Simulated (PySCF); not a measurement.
## C7H13: g tensor and hyperfine couplings

C7H13 (doublet state).
Structure used (GFN2-xTB), in Å, numbered top down from 1:
```
atom  x, y, z in Å
C1     0.989   -0.382    1.693
C2     0.613   -0.147    0.288
C3     1.838   -0.248   -0.623
C4    -0.068    1.252    0.128
C5    -1.328    1.016   -0.697
C6    -1.791   -0.357   -0.226
C7    -0.491   -1.152   -0.165
H8     0.226   -0.440    2.445
H9     2.014   -0.463    1.997
H10    2.609    0.449   -0.300
H11    1.570   -0.014   -1.651
H12    2.251   -1.254   -0.592
H13   -0.337    1.640    1.112
H14    0.613    1.962   -0.338
H15   -1.083    0.978   -1.760
H16   -2.076    1.793   -0.543
H17   -2.234   -0.277    0.767
H18   -2.522   -0.812   -0.895
H19   -0.555   -2.003    0.513
H20   -0.242   -1.530   -1.157
```

The hyperfine couplings belong to this conformer and change with its torsions.

The species is `C1([CH2])(CCCC1)C` [radical].

Computed, not measured: UKS B3LYP, pcH-1 on C H, non-relativistic, mean-field spin-orbit, GIAO in PySCF 2.14.0. The structure is a single GFN2-xTB conformer in the gas phase; no vibrational or solvent corrections. Couplings are sensitive to structure, and on GFN2-xTB geometries they can be far from those on DFT ones. Stability of the SCF solution: not tested.

```
g1, g2, g3                      : 2.00215, 2.00263, 2.00275
g_iso                           : 2.00251
Form of g                       : rhombic: the two nearest values differ by 20 % of g3 − g1
⟨S²⟩                            : 0.7537 (exact 0.7500)
α and β electrons               : 28, 27
HOMO–LUMO gap, α and β orbitals : 6.50, 7.23 eV
Basis functions                 : 305
```

Isotropic coupling and dipolar principal values T1 to T3, in MHz; ρ(0) is the spin density at the nucleus:

| atom | isotope | a_iso | T1 | T2 | T3 | Mulliken spin population | ρ(0) (bohr⁻³) |
| --- | --- | --- | --- | --- | --- | --- | --- |
| C1 | 13C | 88.8 | -81.1 | -80.5 | 161.6 | 1.08 | 0.0789 |
| C2 | 13C | -30.9 | -1.9 | 0.3 | 1.6 | -0.09 | -0.0275 |
| C3 | 13C | 2.1 | -1.2 | -0.5 | 1.7 | 0.00 | 0.0019 |
| C4 | 13C | 61.6 | -6.0 | -5.3 | 11.3 | 0.04 | 0.0548 |
| C5 | 13C | 2.8 | -1.2 | -0.8 | 2.0 | 0.00 | 0.0025 |
| C6 | 13C | -1.6 | -0.9 | -0.4 | 1.3 | 0.00 | -0.0014 |
| C7 | 13C | 48.2 | -5.1 | -4.5 | 9.6 | 0.03 | 0.0429 |
| H8 | 1H | -61.9 | -39.0 | -0.3 | 39.3 | -0.05 | -0.0138 |
| H9 | 1H | -64.8 | -39.8 | 0.6 | 39.1 | -0.05 | -0.0145 |
| H10 | 1H | -1.6 | -3.2 | -2.8 | 6.0 | 0.00 | -0.0004 |
| H11 | 1H | -2.1 | -1.8 | -1.6 | 3.4 | 0.00 | -0.0005 |
| H12 | 1H | -1.5 | -3.3 | -2.7 | 6.1 | 0.00 | -0.0003 |
| H13 | 1H | 1.9 | -7.1 | -1.5 | 8.7 | 0.00 | 0.0004 |
| H14 | 1H | -0.7 | -4.0 | -1.9 | 5.9 | 0.00 | -0.0002 |
| H15 | 1H | 0.7 | -1.2 | -1.0 | 2.3 | 0.00 | 0.0002 |
| H16 | 1H | 3.8 | -1.3 | -0.8 | 2.1 | 0.00 | 0.0009 |
| H17 | 1H | 1.0 | -1.8 | -1.6 | 3.4 | 0.00 | 0.0002 |
| H18 | 1H | 4.4 | -1.2 | -0.7 | 2.0 | 0.00 | 0.0010 |
| H19 | 1H | 2.1 | -6.8 | -1.6 | 8.4 | 0.00 | 0.0005 |
| H20 | 1H | 8.0 | -3.2 | -1.6 | 4.8 | 0.00 | 0.0018 |

The Mulliken spin populations are largest on C1 (+1.08) and C2 (-0.09). No atom but C1 exceeds +0.15. The positive populations add up to 1.18 and the negative ones to -0.18, together 2S = 1. The angles at C1 add up to 360.0°, so it is planar; its axial dipolar tensor and the negative couplings of its protons fit spin in a p orbital normal to that plane.

Axes: g3 points within 12° of the C1–C2 bond.

Under fast tumbling the dipolar parts average out, and these isotropic splittings remain: 2 × 1H (H8/H9, I = 1/2, 3 lines) with 2.26 mT, 2 × 1H (H14/H20, I = 1/2, 3 lines) with 0.13 mT, 2 × 1H (H15/H18, I = 1/2, 3 lines) with 0.09 mT, 2 × 1H (H16/H17, I = 1/2, 3 lines) with 0.09 mT, 2 × 1H (H13/H19, I = 1/2, 3 lines) with 0.07 mT and 3 × 1H (H10/H11/H12, I = 1/2, 4 lines) with 0.06 mT.

Means are taken over nuclei equivalent by connectivity, which assumes that they swap fast. The 1H value of +3.6 MHz is a mean of couplings from -0.7 to 8.0 MHz in this one geometry, not an average over conformers.

The 13C coupling of C1 (88.8 MHz) shows only in satellite lines or after enrichment, since that isotope makes up about 1.07 % of natural carbon.
